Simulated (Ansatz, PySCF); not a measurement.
C2H4Cl2OSn (SMILES C=[CH][Sn]([OH])([Cl])[Cl]), singlet, at a GFN2-xTB geometry (such geometries of metal compounds can be far from the true shape) (all electrons, no relativity), with bond 6-3 at 1.4 times its length. Base run: CASSCF(2,4)/STO-3G (PySCF).

PySCF was given this input:
```python
from pyscf import gto, scf, mcscf
import numpy

mol = gto.Mole()
mol.atom = '''
    C    -2.724205   -0.397884   -1.460600
    C    -2.152402    0.193535   -0.440086
    Sn   -0.015206   -0.026072   -0.041679
    O     0.659627   -1.215234   -1.489959
    Cl    1.283805    1.900589   -0.161799
    Cl    0.825138   -1.485005    2.746967
    H    -2.176597   -1.017522   -2.150419
    H    -3.783465   -0.281290   -1.647169
    H    -2.660363    0.821696    0.274831
    H     1.592959   -1.422514   -1.472528
'''
mol.basis = 'sto-3g'
mol.charge = 0
mol.spin = 0
mol.verbose = 4
mol.build()

mf = scf.RHF(mol)
mf.kernel()
mc = mcscf.CASSCF(mf, 4, 2)
mc.fix_spin_(ss=0.0)
mc.kernel()
occ = numpy.linalg.eigvalsh(mc.fcisolver.make_rdm1(mc.ci, mc.ncas, mc.nelecas))[::-1]
ss = mc.fcisolver.spin_square(mc.ci, mc.ncas, mc.nelecas)[0]
print('natural occupations', occ.round(4), ' <S^2>', round(ss, 4))
```

Programs used: Ansatz (a quantum-chemistry and plane-wave program), PySCF; a row that names a program was run with it.

Variants of this job, named by their change:

```tsv
change	ΔE vs base (kcal/mol)	natural occupations	<S^2> of the state
base	0.000	1.84 0.16 0.00 0.00	0.00
state_average = 2 states	1.00	-	-
active space = 6 electrons, 8 orbitals	-14.83	1.98 1.97 1.84 0.16 0.03 0.01 0.00 0.00	0.00
code = ansatz	-7.46	-	-
fix_spin_ = off	0.000	1.84 0.16 0.00 0.00	0.00
orbitals = fixed (CASCI); correction = SC-NEVPT2	-114.7	1.87 0.13 0.00 0.00	0.00
active space = 4 electrons, 4 orbitals	-4.42	1.99 1.84 0.16 0.01	0.00
solver = newton	0.000	1.84 0.16 0.00 0.00	0.00
start = MP2 natural orbitals	-7.47	1.89 0.11 0.00 0.00	0.00
conv_tol = 1e-5	0.010	1.84 0.16 0.00 0.00	0.00
active space = 2 electrons, 3 orbitals	0.008	1.84 0.16 0.00	0.00
```

Active orbitals are taken around the Fermi level unless the row says otherwise; CASSCF can end in different local minima, and two programs can end on different orbitals. State-averaged rows give the lowest state.
